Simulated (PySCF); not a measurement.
**Deuteron quadrupole couplings in `C#C/C=C\C(C=C)=C/C=O`**

Species: C9H8O.
Cartesian coordinates in Å at the GFN2-xTB level; atoms count from 1:
```xyz
18
C9H8O angstrom
C     -1.6086   -2.5190   -0.6370
C     -0.9555   -1.6264   -1.1069
C     -0.1800   -0.6194   -1.7132
C      0.4116    0.3878   -1.0585
C      0.3249    0.6148    0.3817
C      1.5675    0.8318    1.1083
C      2.7859    0.6356    0.6128
C     -0.8499    0.6212    1.0555
C     -2.1651    0.5508    0.4496
O     -3.1917    0.3576    1.0580
H     -2.1865   -3.2832   -0.2103
H     -0.0465   -0.7261   -2.7833
H      1.0466    1.0707   -1.6075
H      1.4520    1.1590    2.1334
H      3.6669    0.8102    1.2060
H      2.9498    0.2837   -0.3921
H     -0.8448    0.7208    2.1333
H     -2.1853    0.7365   -0.6416
```

Level: PBE0/pcSseg-1 (PySCF, non-relativistic); Q(2H) = 0.00286 b; rigid geometry, the same for H and D, with no vibrational averaging.

Task: Rank these positions by the coupling χzz of a deuteron there, largest first.
A. H11 (alkyne hydrogen)
B. H18 (formyl hydrogen)
C. H17 (vinylic hydrogen)
D. H15 (vinylic hydrogen)

Result: A (266 kHz), D (226 kHz), C (215 kHz), B (180 kHz).

Task: Tabulate Vzz, the asymmetry η and χzz = 234.96 MHz × Q × Vzz for every hydrogen position.

Result: 
```tsv
atom	bonded to	bond length (Å)	Vzz (au)	η	χzz (kHz)
H11	C1	1.049	0.3952	0.01	266
H12	C3	1.084	0.3187	0.07	214
H13	C4	1.082	0.3211	0.06	216
H14	C6	1.082	0.3203	0.07	215
H15	C7	1.076	0.3361	0.04	226
H16	C7	1.077	0.3330	0.05	224
H17	C8	1.082	0.3204	0.07	215
H18	C9	1.107	0.2676	0.03	180
```

Task: How does χzz go with the bond length over the 8 C–H bonds?

Result: A straight-line fit has a slope of -14.8 kHz for each 0.01 Å, with a correlation coefficient of -1.00, over lengths from 1.049 to 1.107 Å. The longer bonds have the smaller couplings here.

Task: Give the 2H NMR doublet splittings at H11 for a magnetic field along the z, y and x axes of the gradient: 3χ/2, 3χ(1 + η)/4, 3χ(1 − η)/4.

Result: With |χ| = 265.6 kHz and η = 0.005: 398, 200 and 198 kHz, to first order and without motion.

The structure is a single GFN2-xTB conformer in the gas phase; no vibrational or solvent corrections. GFN2-xTB bond lengths can be off by several hundredths of an ångström, more for odd bonds, and the gradients follow them. These gradients aren't converged with respect to the basis.

The run behind these numbers computed NMR shieldings as well. Hardware: one thread of an Intel Xeon at 2.50 GHz, no GPU, shared host. Cost: 2.2 min wall, 0.96 GiB resident at most.
